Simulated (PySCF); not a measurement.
Isomers of C7H9NOSi, one conformer each; single-point electronic energies without zero-point terms and without any empirical dispersion term.

Computed with PySCF at PBE0/pcSseg-1, non-relativistic, each on one gas-phase PBE0-D3(BJ)/def2-SVP geometry that isn't relaxed in the solvent. The solvent is an IEF-PCM continuum (cavity from Bondi-type radii × 1.2). The model holds no explicit solvent molecules, cavitation or dispersion.

```
                isomer  relative energy, gas (kJ/mol)  dipole (D)
`C=C(O[SiH3])c1ccccn1`                            0.0        1.50
`C=Nc1ccc(O[SiH3])cc1`                           18.9        1.10
```

**Question.** How do the relative energies look in acetonitrile (ε = 35.69)?

**Answer.** 
| isomer | relative energy, solvent (kJ/mol) | E(solvent) − E(gas) (kJ/mol) | dipole in solvent (D) |
| --- | --- | --- | --- |
| `C=C(O[SiH3])c1ccccn1` | 0.0 | -19.7 | 2.23 |
| `C=Nc1ccc(O[SiH3])cc1` | 14.8 | -23.8 | 1.45 |

The order is unchanged. Conformers: `[CH2:1]=[C:2]([O:3][SiH3:4])[c:5]1[cH:6][cH:7][cH:8][cH:9][n:10]1` with C1–C2–O3–Si4 1°, C1–C2–C5–C6 -179°; `[CH2:1]=[N:2][c:3]1[cH:4][cH:5][c:6]([O:7][SiH3:8])[cH:9][cH:10]1` with C1–N2–C3–C4 36°, C5–C6–O7–Si8 179°. `C=Nc1ccc(O[SiH3])cc1` gains most from the continuum, while `C=C(O[SiH3])c1ccccn1` has the largest gas-phase dipole. The gains span 4.1 kJ/mol, the gas-phase energies 18.9 kJ/mol.
